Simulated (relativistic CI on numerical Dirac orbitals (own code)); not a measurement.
Computed by Dirac-Coulomb-Breit CI, separate exchange-only KLI orbitals for each configuration, a model potential for QED, unscaled Slater integrals (own radial code, finite nucleus).

CI space (outside the closed core [Ne]): 3s²3p⁶3d⁹, 3s²3p⁵3d¹⁰, 3s3p⁶3d¹⁰, 3s²3p⁶3d⁸4s, 3s²3p⁶3d⁸4p, 3s²3p⁶3d⁸4d, 3s²3p⁴3d¹⁰4s, 3s²3p⁶3d⁸4f, 3s²3p⁵3d⁹4s, 3s²3p⁴3d¹⁰4p, 3s²3p⁵3d⁹4p, 3s²3p⁶3d⁷4s², 3s²3p⁴3d¹⁰4d, 3s3p⁵3d¹⁰4s, 3s²3p⁶3d⁷4s4p, 3s3p⁵3d¹⁰4p, 3s²3p⁵3d⁹4d, 3s²3p⁶3d⁸5s, 3s3p⁶3d⁹4s, 3s²3p⁶3d⁷4p², 3s²3p⁶3d⁸5p, 3s²3p⁶3d⁷4s4d, 3s3p⁵3d¹⁰4d, 3p⁶3d¹⁰4s, 3s²3p⁶3d⁸5d, 3s3p⁶3d⁹4p, 3s²3p⁵3d⁹4f, 3s²3p⁶3d⁷4p4d, 3s²3p⁵3d⁸4s², 3p⁶3d¹⁰4p, 3s²3p⁶3d⁸5f, 3s²3p⁶3d⁸5g, 3s²3p⁵3d⁸4s4p, 3s²3p⁶3d⁷4d², 3s3p⁶3d⁹4d, 3p⁶3d¹⁰4d. Levels of other configurations are missing.

At this charge energies of transitions that change n are usually good to better than 1 %, and those within a shell (Δn = 0) to a few per cent.

Outline of the computed level scheme of La XXXI. Lowest level of each configuration: 3s²3p⁶3d⁹ ²D5/2 at 0.000 eV; 3s²3p⁵3d¹⁰ ²P°3/2 at 282.712 eV; 3s3p⁶3d¹⁰ ²S1/2 at 523.252 eV; 3s²3p⁶3d⁸4s ⁴F9/2 at 742.152 eV; 3s²3p⁶3d⁸4p ⁴D°7/2 at 801.036 eV.

Some strong electric-dipole decays among the lowest 45 levels: 3s²3p⁶3d⁸4p ²F°7/2 → 3s²3p⁶3d⁹ ²D5/2 (2.8e+12 s⁻¹); 3s²3p⁶3d⁸4p ²P°3/2 → 3s²3p⁶3d⁹ ²D5/2 (2.4e+12 s⁻¹); 3s²3p⁶3d⁸4p ²D°5/2 → 3s²3p⁶3d⁹ ²D5/2 (2.0e+12 s⁻¹); 3s²3p⁶3d⁸4p ²D°5/2 → 3s²3p⁶3d⁹ ²D5/2 (1.8e+12 s⁻¹); 3s²3p⁵3d¹⁰ ²P°1/2 → 3s²3p⁶3d⁹ ²D3/2 (1.5e+12 s⁻¹); 3s²3p⁶3d⁸4p ⁴F°3/2 → 3s²3p⁶3d⁹ ²D3/2 (9.1e+11 s⁻¹); 3s²3p⁵3d¹⁰ ²P°3/2 → 3s²3p⁶3d⁹ ²D5/2 (7.6e+11 s⁻¹); 3s²3p⁶3d⁸4p ⁴G°5/2 → 3s²3p⁶3d⁹ ²D5/2 (7.4e+11 s⁻¹).

LS names give the leading component of a level, which can be under half, so a name can repeat, a term be missing and a line seem to break the LS rules.
